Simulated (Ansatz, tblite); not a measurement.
Forces on the cluster B₇⁻ at its PBE-D4/def2-SVPD geometry. Charge -1, multiplicity 1.

The xTB rows come from tblite. The restricted singlet is unstable towards broken spin symmetry in Hartree–Fock (as tested in another run); at PBE-D4/def2-TZVPD this wasn't settled. Another isomer (singlet) lies 0.73 eV lower at PBE0-D4/def2-TZVPD; other spin states weren't run for this one.

GFN1-xTB (tblite), largest force 3.48 eV/Å:

```xyz
7
positions Å, forces eV/Å
B     0.820   -0.133   -0.755   -1.559    3.083   -0.401
B     1.794   -1.342   -0.970    0.817   -1.115   -0.114
B    -0.316    1.022   -0.339    2.632   -1.183   -1.933
B    -1.357    0.637    0.978   -0.543   -0.621    0.961
B    -0.317   -0.559    0.688   -0.028   -0.043    0.056
B    -1.447    1.954    0.216   -1.018    0.749    0.558
B     0.823   -1.579    0.181   -0.301   -0.870    0.873
```

GFN2-xTB (tblite), largest force 1.17 eV/Å:

```
B 0.134 0.795 -0.653
B -0.859 0.625 0.476
B 0.532 0.385 -0.795
B 0.475 -0.721 -0.019
B -0.315 -0.556 0.684
B 0.681 -0.942 -0.087
B -0.647 0.415 0.395
```

PBE-D4/def2-TZVPD (Ansatz), largest force 0.67 eV/Å:

```
B 0.077 -0.159 0.024
B -0.509 0.197 0.394
B -0.140 0.056 0.107
B 0.229 0.176 -0.348
B 0.000 -0.003 0.002
B 0.278 -0.603 0.106
B 0.065 0.336 -0.284
```
